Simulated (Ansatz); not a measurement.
Cost and result for the atomization energy of `BC[SiH2]Cl` (10 atoms, 9 bonds).

```csv
atom,x (Å),y (Å),z (Å)
B1,-1.225,0.786,0.692
C2,0.111,0.765,-0.069
Si3,0.647,-1.009,-0.361
Cl4,2.437,-0.999,-1.378
H5,-1.246,0.771,1.889
H6,-2.265,0.759,0.100
H7,0.947,1.204,0.486
H8,0.058,1.192,-1.076
H9,-0.331,-1.743,-1.197
H10,0.868,-1.727,0.915
```

The species carries charge 0 and has multiplicity 1. All single points use the PBE0-D4/def2-TZVP geometry. It is one conformer, not always the lowest. Program: Ansatz. All runs use 2 threads of an Arm Neoverse V1 on a shared host. Times are those of one run each, without the atoms' runs, and a repeat can differ threefold. Electronic energies, without spin–orbit coupling; frozen cores. CCSD(T)/CBS adds CCSD(T) − MP2 in def2-TZVPP to the MP2 limit, and its time is that of the two runs behind it. T1 = 0.010.

CCSD(T)/CBS is a level of theory with its own doubt, some kJ/mol a heavy atom from the limit and from the frozen cores, so smaller differences don't rank the functionals.

```
                           level  functions  wall time
          LDA (SPW92)/def2-TZVPP        230      1.9 s
 PBE-D4/def2-TZVPP (with forces)        230      3.8 s
                CCSD(T)/def2-SVP         94      3.8 s
              PBE0-D4/def2-TZVPP        230      4.5 s
             BHLYP-D4/def2-TZVPP        230      4.6 s
         CAM-B3LYP-D4/def2-TZVPP        230      5.5 s
               B2PLYP/def2-TZVPP        230      7.5 s
           r2SCANh-D4/def2-TZVPP        230        8 s
             PBE-QIDH/def2-TZVPP        230        8 s
ωB97M-V/def2-TZVPP (with forces)        230       18 s
                  MP2/def2-QZVPP        434       28 s
              CCSD(T)/def2-TZVPP        230      110 s
               CCSD(T)/CBS(def2)          –    2.3 min
```

Problem. What atomization energy does each give, and how far from CCSD(T)/CBS? (Estimate.)

Solution. Computed: 
```
                           level  atomization (kcal/mol)  difference from CCSD(T)/CBS  per bond
          LDA (SPW92)/def2-TZVPP                   911.7                         93.5      10.4
 PBE-D4/def2-TZVPP (with forces)                   822.9                          4.7       0.5
                CCSD(T)/def2-SVP                   774.1                        -44.1      -4.9
              PBE0-D4/def2-TZVPP                   819.7                          1.5       0.2
             BHLYP-D4/def2-TZVPP                   809.4                         -8.8      -1.0
         CAM-B3LYP-D4/def2-TZVPP                   822.3                          4.1       0.5
               B2PLYP/def2-TZVPP                   810.7                         -7.5      -0.8
           r2SCANh-D4/def2-TZVPP                   821.5                          3.3       0.4
             PBE-QIDH/def2-TZVPP                   817.8                         -0.4       0.0
ωB97M-V/def2-TZVPP (with forces)                   823.7                          5.5       0.6
                  MP2/def2-QZVPP                   818.2                          0.0       0.0
              CCSD(T)/def2-TZVPP                   799.5                        -18.7      -2.1
               CCSD(T)/CBS(def2)                   818.2                          0.0       0.0
```

Leaving LDA and LC-ωPBE aside and taking each functional with its dispersion term where it has one, the values, not all of them listed here, spread over 17.4 kcal/mol, from revPBE-D4 to B97M-V. LDA lies +93.7 kcal/mol from PBE without D4, its usual overbinding. From PBE to PBE0 (25 % exact exchange), in def2-TZVPP and without D4, the atomization energy moves by −2.5 kcal/mol: exact exchange takes away binding that semilocal exchange gives to molecules. The D4 term adds +7.8 kcal/mol with B3LYP and +4.1 kcal/mol with PBE0; it sums over pairs of atoms, weighted by their polarisabilities, and B3LYP, whose exchange is more repulsive, gets the larger term.

B3LYP here is the variant with VWN-RPA as its local correlation; programs differ in this.
